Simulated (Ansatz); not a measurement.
`N#[C][Ge]([F])([F])[C]#N` + H–F → `N#[C][Ge]([F])([F])[F]` + `C#N` at 600 K and 1 bar (ligand exchange at a Ge–C bond).

Computed with Ansatz on PBE0-D4/def2-TZVP structures; ΔE is electronic, products minus reactants. CCSD(T)/CBS is the MP2 limit (def2-TZVPP, def2-QZVPP) plus CCSD(T) − MP2 in def2-TZVPP, frozen cores. This one scheme is used for every species. For Ge outer-core shells are correlated without core-valence functions, which leaves a few kJ/mol of doubt a bond. Scalar relativity is left out up to krypton.

```
                   species  CCSD(T)/CBS energy (Eh)  H − E (kJ/mol)  S (J/(mol·K))
`N#[C][Ge]([F])([F])[C]#N`              -2461.23798           118.5          460.5
                       H–F               -100.39570            42.3          194.0
  `N#[C][Ge]([F])([F])[F]`              -2468.33469            94.8          417.9
                     `C#N`                -93.32098            64.3          228.4
```

H − E and S are ideal-gas, rigid-rotor, harmonic terms from PBE0-D4/def2-TZVP. 1 Eh = 2625.50 kJ/mol, R = 8.31446 J/(mol·K).

Problem. By hand: ΔE, ΔH, ΔS and ΔG.

Solution. ΔE = (-2468.33469) + (-93.32098) − (-2461.23798) − (-100.39570) = -0.02199 Eh = -57.7 kJ/mol. Δ(H − E) = 94.8 + 64.3 − 118.5 − 42.3 = -1.7, so ΔH = -59.4 kJ/mol. ΔS = 417.9 + 228.4 − 460.5 − 194.0 = -8.2 J/(mol·K). ΔG = -59.4 − 600 × (-8.2)/1000 = -54.5 kJ/mol.

Problem. By hand: the equilibrium constant, and the temperature at which ΔG would vanish if ΔH and ΔS stayed fixed.

Solution. log₁₀ K = −ΔG/(RT ln 10) = 4.7. ΔG = 0 at ΔH/ΔS = 7244 K, far beyond where these terms or the molecules hold.

The number of gas molecules stays the same, so ΔS is small and ΔH decides. A doubt of 5 kJ/mol in ΔE shifts log₁₀ K by 0.4 here. These are equilibria of isolated gas molecules and say nothing of rates. Largest T1 diagnostic: 0.014 (customary marks: 0.02 for closed shells, 0.045 for open ones).
